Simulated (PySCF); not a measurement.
# RhN: one state, many levels of theory

State: ³Π (triplet), unpaired electrons σ ↑, π ↑. Set-up: Rh def2-TZVPP with ECP28, N def2-TZVPP; scalar-relativistic core potentials (PySCF 2.14). De refers to Rh (4d8 5s1) + N in their high-spin ground configurations, without counterpoise correction. The functionals are run spin-unrestricted. A positive dipole means Rh(−)N(+). Levels whose curve was spin-contaminated or gave no clean fit are not listed.

```tsv
Level	Re (Å)	ωe (cm⁻¹)	De (eV)	μ (D)
PBE	1.634	1000	4.65	-2.28
PBEsol	1.622	1030	5.10	-2.23
PW91	1.634	1000	4.63	-2.28
BP86	1.636	996	4.63	-2.28
TPSS	1.637	990	4.02	-2.45
r²SCAN	1.618	1037	3.64	-2.32
ωB97X-V	1.608	1041	3.31	-2.87
```

The bond length runs from 1.608 Å (ωB97X-V) to 1.637 Å (TPSS). De spans 3.31 eV (ωB97X-V, range-separated hybrid) to 5.10 eV (PBEsol, GGA).

The metal atom is held in its measured ground configuration; semilocal functionals can put another filling of s and d lower by some tenths of an eV, and De to that atom would be smaller. These are scalar-relativistic numbers at best; spin–orbit coupling would shift them, the dissociation energy most. With d or f electrons several states lie close, and the lowest PBE0 determinant need not be the measured ground state.

The whole job (state search and all levels along the bond) took about 11 min on 1 thread of Arm Neoverse V2 (shared host), peak memory 2.4 GiB.
